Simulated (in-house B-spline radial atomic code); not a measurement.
How numerical settings move a run on Cr³⁺, [Ar] 3d3. Computed with an all-electron radial atomic-structure program (B-spline basis): Dirac-Hartree-Fock, average of configuration, Fermi nucleus of rms radius 3.6452 fm.

Command:
```bash
python run_scf.py task.json out
```
Settings of the sound reference run:
```
Z                24
electrons        21
configuration    [Ar] 3d3
hamiltonian      dirac
method           hf
spin_polarised   False
nucleus          fermi
rms_radius       3.6452
mass_number      52
atomic_mass      51.9405
speed_of_light   137.036
knot_spacing     0.22
spline_order     8
gauss_points     12
box_radius       16.22
max_iterations   70
damping          0.5
damped_steps     3
diis_vectors     10
tolerance        1e-08
start            Thomas-Fermi
```

Cost of the run: 1.8 s on 1 thread of Arm Neoverse N1, with other jobs on the host.

It converges in 10 iterations to -1047.837900 hartree, with 3d5/2 at -48.3992 eV. The other runs change the listed settings, some to values that make no sense; their results aren't properties of the atom or ion. Radii are in bohr (the nuclear one in fm), a minus after a letter asks for a j subshell, and «unchanged» means within 1e-8 hartree. The run stops when the residual is below 10 × tolerance × max(1, Z/10), or a noise floor if that is larger, and the energy moves by less than 1e-8 × √|E| hartree; so very loose and very tight tolerances often act alike.

| changed settings | outcome |
| --- | --- |
| knot_spacing = 0.4 | converged in 10 iterations, energy +1.50e-04 hartree from the reference, 3d5/2 level -6.9e-05 eV |
| diis_vectors = 2 | converged in 11 iterations, energy unchanged, 3d5/2 level -1.1e-06 eV |
| knot_spacing = 0.15 | converged in 10 iterations, energy unchanged, 3d5/2 level -5.3e-07 eV |
| knot_spacing = 1.4 | converged in 10 iterations, energy +1.85e+01 hartree from the reference, 3d5/2 level +4.3e-02 eV (the program warns: 1s1/2 reaches the box edge; 2s1/2 reaches the box edge) |
| spline_order = 5 | converged in 10 iterations, energy +9.96e-06 hartree from the reference, 3d5/2 level -8.2e-06 eV |
| diis_vectors = 1 | converged in 20 iterations, energy unchanged, 3d5/2 level +1.5e-05 eV |
| spline_order = 6, max_iterations = 100, tolerance = 1e-06 | converged in 9 iterations, energy +4.61e-07 hartree from the reference, 3d5/2 level -2.4e-05 eV |
| knot_spacing = 0.55 | converged in 10 iterations, energy +8.47e-03 hartree from the reference, 3d5/2 level -8.8e-03 eV |
| spline_order = 6 | converged in 10 iterations, energy +4.61e-07 hartree from the reference, 3d5/2 level -4.9e-07 eV |
| knot_spacing = 0.4, spline_order = 6, gauss_points = 3, max_iterations = 75, diis_vectors = 1 | converged in 21 iterations, energy -4.74e-03 hartree from the reference, 3d5/2 level +2.3e-03 eV |
| knot_spacing = 0.1 | converged in 10 iterations, energy unchanged, 3d5/2 level -6.5e-07 eV |
| electrons = 24, configuration = [Ar] 3d3 4s3, max_iterations = 75 | stopped with error: shell 4s holds at most 2 electrons |
| speed_of_light = 26.40684 | converged in 10 iterations to -1368.7215 hartree, a different physical problem |
| spline_order = 4 | converged in 10 iterations, energy +3.49e-04 hartree from the reference, 3d5/2 level -2.2e-04 eV |
| spline_order = 3 | converged in 9 iterations, energy +2.29e-02 hartree from the reference, 3d5/2 level -9.6e-03 eV |
| spline_order = 7 | converged in 10 iterations, energy +2.96e-08 hartree from the reference |
| diis_vectors = 0 | converged in 24 iterations, energy unchanged, 3d5/2 level -1.0e-06 eV |
| diis_vectors = 20 | converged in 10 iterations, energy unchanged |

What happens with electrons = 22, configuration = [Ar] 3d3 1f1, max_iterations = 75?

Stopped with error: there is no 1f shell.

What happens with max_iterations = 60, damped_steps = 8, tolerance = 1e-06?

Converged in 11 iterations, energy unchanged, 3d5/2 level +5.1e-04 eV.

What happens with knot_spacing = 1?

Converged in 10 iterations, energy +4.53e+00 hartree from the reference, 3d5/2 level -8.4e-02 eV (the program warns: 1s1/2 reaches the box edge; 2s1/2 reaches the box edge).

What happens with knot_spacing = 0.3?

Converged in 10 iterations, energy +8.00e-07 hartree from the reference, 3d5/2 level -1.7e-06 eV.
